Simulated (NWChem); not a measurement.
All runs are NWChem calculations. System: BCl, charge 0, spin multiplicity 1, at a geometry optimised with B3LYP/def2-SVP. The structure started from a generated list of species. Level: G0W0@PBE0/def2-TZVP, RI basis def2-tzvp-rifit.

Output (cleaned and shortened):

```
             Northwest Computational Chemistry Package (NWChem) 7.3.0
             --------------------------------------------------------

                                NWChem Input Module
                                -------------------

 Scaling coordinates for geometry "geometry" by  1.889725989
 (inverse scale =  0.529177249)

 Turning off AUTOSYM since
 SYMMETRY directive was detected!

                             Geometry "geometry" -> ""
                             -------------------------

 Output coordinates in angstroms (scale by  1.889725989 to convert to a.u.)

  No.       Tag          Charge          X              Y              Z
 ---- ---------------- ---------- -------------- -------------- --------------
    1 B                    5.0000     0.00000000     0.00000000    -1.33113900
    2 Cl                  17.0000     0.00000000     0.00000000     0.39151100

 Effective nuclear repulsion energy (a.u.)      26.1109721446

            Nuclear Dipole moment (a.u.)
            ----------------------------
        X                 Y               Z
 ---------------- ---------------- ----------------
     0.0000000000     0.0000000000    -0.0000151178

      Symmetry information
      --------------------

 Group name             C2v
 Group number             16
 Group order               4
 No. of unique centers     2

      Symmetry unique atoms

     1    2


 Summary of "ao basis" -> "" (spherical)
 ------------------------------------------------------------------------------
       Tag                 Description            Shells   Functions and Types
 ---------------- ------------------------------  ------  ---------------------
 *                         def2-tzvp                  on all atoms

 new library libraries.bse/

 Summary of "ri basis" -> "" (spherical)
 ------------------------------------------------------------------------------
       Tag                 Description            Shells   Functions and Types
 ---------------- ------------------------------  ------  ---------------------
 *                      def2-tzvp-rifit               on all atoms

                                 NWChem DFT Module
                                 -----------------

 Summary of "ao basis" -> "ao basis" (spherical)
 ------------------------------------------------------------------------------
       Tag                 Description            Shells   Functions and Types
 ---------------- ------------------------------  ------  ---------------------
 B                         def2-tzvp                11       31   5s3p2d1f
 Cl                        def2-tzvp                13       37   5s5p2d1f

 Summary of "ao basis" -> "ao basis" (spherical)
 ------------------------------------------------------------------------------
       Tag                 Description            Shells   Functions and Types
 ---------------- ------------------------------  ------  ---------------------
 B                         def2-tzvp                11       31   5s3p2d1f
 Cl                        def2-tzvp                13       37   5s5p2d1f

      Symmetry analysis of basis
      --------------------------

        a1         30
        a2          6
        b1         16
        b2         16

            General Information
            -------------------
          SCF calculation type: DFT
          Wavefunction type:  closed shell.
          No. of atoms     :     2
          No. of electrons :    22
           Alpha electrons :    11
            Beta electrons :    11
          Charge           :     0
          Spin multiplicity:     1
          Use of symmetry is: on ; symmetry adaption is: on
          Maximum number of iterations: 100
          This is a Direct SCF calculation.
          AO basis - number of functions:    68
                     number of shells:    24
          Convergence on energy requested:  1.00D-06
          Convergence on density requested:  1.00D-05
          Convergence on gradient requested:  5.00D-04

              XC Information
              --------------
                         PBE0 Method XC Functional
                     Hartree-Fock (Exact) Exchange  0.250
          PerdewBurkeErnzerhof Exchange Functional  0.750
[...]
              MO Center= -3.2D-17, -3.4D-32,  2.2D-01, r^2= 1.3D+00
   Bfn.  Coefficient  Atom+Function         Bfn.  Coefficient  Atom+Function
  ----- ------------  ---------------      ----- ------------  ---------------
    46      0.531892  2 Cl px                49      0.295404  2 Cl px
    43      0.243222  2 Cl px                37     -0.200612  2 Cl px
     6      0.113831  1 B  px                40     -0.093681  2 Cl px
     9      0.090815  1 B  px                23     -0.027355  1 B  d  1

 Vector   10  Occ=2.000000D+00  E=-4.054315D-01  Symmetry=b2
              MO Center= -5.9D-32,  1.9D-16,  2.2D-01, r^2= 1.3D+00
   Bfn.  Coefficient  Atom+Function         Bfn.  Coefficient  Atom+Function
  ----- ------------  ---------------      ----- ------------  ---------------
    47      0.531892  2 Cl py                50      0.295404  2 Cl py
    44      0.243222  2 Cl py                38     -0.200612  2 Cl py
     7      0.113831  1 B  py                41     -0.093681  2 Cl py
    10      0.090815  1 B  py                21      0.027355  1 B  d -1

 Vector   11  Occ=2.000000D+00  E=-2.747732D-01  Symmetry=a1
              MO Center= -1.3D-15,  3.2D-15, -1.5D+00, r^2= 1.8D+00
   Bfn.  Coefficient  Atom+Function         Bfn.  Coefficient  Atom+Function
  ----- ------------  ---------------      ----- ------------  ---------------
     4      0.514852  1 B  s                  3      0.299190  1 B  s
     8     -0.249733  1 B  pz                48      0.247171  2 Cl pz
     5      0.241172  1 B  s                 51      0.184299  2 Cl pz
     2     -0.166705  1 B  s                 11     -0.149198  1 B  pz
    45      0.114617  2 Cl pz                36     -0.107181  2 Cl s

 Vector   12  Occ=0.000000D+00  E=-7.025561D-02  Symmetry=b2
              MO Center=  7.9D-31, -3.9D-15, -1.1D+00, r^2= 2.4D+00
   Bfn.  Coefficient  Atom+Function         Bfn.  Coefficient  Atom+Function
  ----- ------------  ---------------      ----- ------------  ---------------
    10      0.444997  1 B  py                 7      0.400681  1 B  py
    13      0.383239  1 B  py                50     -0.309134  2 Cl py
    47     -0.197789  2 Cl py                44     -0.108051  2 Cl py
    58     -0.079126  2 Cl d -1              38      0.077099  2 Cl py
    53     -0.059608  2 Cl d -1              21      0.045325  1 B  d -1

 Vector   13  Occ=0.000000D+00  E=-7.025561D-02  Symmetry=b1
              MO Center=  6.9D-16, -1.4D-31, -1.1D+00, r^2= 2.4D+00
   Bfn.  Coefficient  Atom+Function         Bfn.  Coefficient  Atom+Function
  ----- ------------  ---------------      ----- ------------  ---------------
     9      0.444997  1 B  px                 6      0.400681  1 B  px
    12      0.383239  1 B  px                49     -0.309134  2 Cl px
    46     -0.197789  2 Cl px                43     -0.108051  2 Cl px
    60      0.079126  2 Cl d  1              37      0.077099  2 Cl px
    55      0.059608  2 Cl d  1              23     -0.045325  1 B  d  1

 Vector   14  Occ=0.000000D+00  E= 6.843558D-02  Symmetry=a1
              MO Center= -1.9D-14, -5.5D-15, -2.5D-01, r^2= 5.8D+00
   Bfn.  Coefficient  Atom+Function         Bfn.  Coefficient  Atom+Function
  ----- ------------  ---------------      ----- ------------  ---------------
     5      1.790954  1 B  s                 36     -1.141492  2 Cl s
    14      1.026735  1 B  pz                 4     -0.764821  1 B  s
    51      0.334606  2 Cl pz                11      0.225703  1 B  pz
    35     -0.156391  2 Cl s                 34      0.151093  2 Cl s
    22      0.118771  1 B  d  0               8      0.081666  1 B  pz

 center of mass
 --------------
 x =   0.00000000 y =   0.00000000 z =  -0.03963045

 moments of inertia (a.u.)
 ------------------
          88.732278200881           0.000000000000           0.000000000000
           0.000000000000          88.732278200881           0.000000000000
           0.000000000000           0.000000000000           0.000000000000

     Multipole analysis of the density
     ---------------------------------

     L   x y z        total         alpha         beta         nuclear
     -   - - -        -----         -----         ----         -------
     0   0 0 0     -0.000000    -11.000000    -11.000000     22.000000

     1   1 0 0     -0.000000     -0.000000     -0.000000      0.000000
     1   0 1 0      0.000000      0.000000      0.000000      0.000000
     1   0 0 1      0.631339      0.315677      0.315677     -0.000015

     2   2 0 0    -13.699350     -6.849675     -6.849675      0.000000
     2   1 1 0     -0.000000     -0.000000     -0.000000      0.000000
     2   1 0 1     -0.000000     -0.000000     -0.000000      0.000000
     2   0 2 0    -13.699350     -6.849675     -6.849675      0.000000
     2   0 1 1     -0.000000     -0.000000     -0.000000      0.000000
     2   0 0 2    -16.946568    -28.945178    -28.945178     40.943787

 Task  times  cpu:        4.7s     wall:        4.7s

                                NWChem Input Module
                                -------------------

                                 NWChem GW Module
                                 ----------------

                             ***********************
                             ***        GW       ***
                             ***********************

 Summary of "ri basis" -> "ri basis" (spherical)
 ------------------------------------------------------------------------------
       Tag                 Description            Shells   Functions and Types
 ---------------- ------------------------------  ------  ---------------------
 B                      def2-tzvp-rifit             22       76   8s6p4d3f1g
 Cl                     def2-tzvp-rifit             29      113   9s7p6d5f2g

                 Memory Information
                 ------------------
          Available GA per process is          1700.0 MBs
          Available stack per process is        700.0 MBs
          Available heap per process is           0.0 MBs

          Peak memory in Initialization
              Peak GA per process is                  1.6 MBs
              Peak stack per process is               0.1 MBs
              Peak heap per process is                1.8 MBs
              Memory not in MA per process            0.0 MBs

          Peak memory in AFF Calculation
              Peak GA per process is                  5.1 MBs
              Peak stack per process is               3.0 MBs
              Peak heap per process is                0.0 MBs
              Memory not in MA per process            3.0 MBs

          Computing 2-center integrals
          Computing Inverse Cholesky factor
          Computing 3-center integrals
          Computing V_xc ...

          Computing Sigma_x
          Computing RPA polarizability
          Solving quasiparticle equations

                  Alpha Orbitals
          State     Energy (eV)     Error (eV)
          -----------------------------------
@GW         8        -16.504           0.005
@GW         9        -13.348           0.002
@GW        10        -13.345           0.005
@GW        11         -9.855           0.002
@GW        12          0.437           0.002
@GW        13          0.437           0.002

   Applying  -2.3783 eV scissor-shift to rest of particle states

   Applying   2.3485 eV scissor-shift to rest of hole states

     GW Timing Statistics
   ------------------------
   Init.   :          0.1s
     ERIs  :          0.3s
     Distr.:          0.0s
     Vxc   :          0.6s
   Sigma_x :          0.0s
   RPA     :          0.1s
   Wmn     :          0.0s
   Sigma_c :          0.0s
   GW total:          1.0s

 Task  times  cpu:        1.0s     wall:        1.0s

 Total times  cpu:        5.8s     wall:        5.8s
```

Task: Write an NWChem input that would produce this output.

Result: This is not unique; one that fits is 
```
start mol
memory heap 200 mb stack 700 mb global 1700 mb
geometry units angstroms nocenter noautoz
  B      0.000000     0.000000    -1.331139
  Cl     0.000000     0.000000     0.391511
  symmetry group C2v
end
basis spherical
  * library def2-tzvp
end
basis "ri basis" bse spherical
  * library def2-tzvp-rifit
end
dft
  xc pbe0
  iterations 100
  direct
  tolerances tight
end
task dft energy
gw
  states alpha occ 4 vir 2
end
task dft gw
```
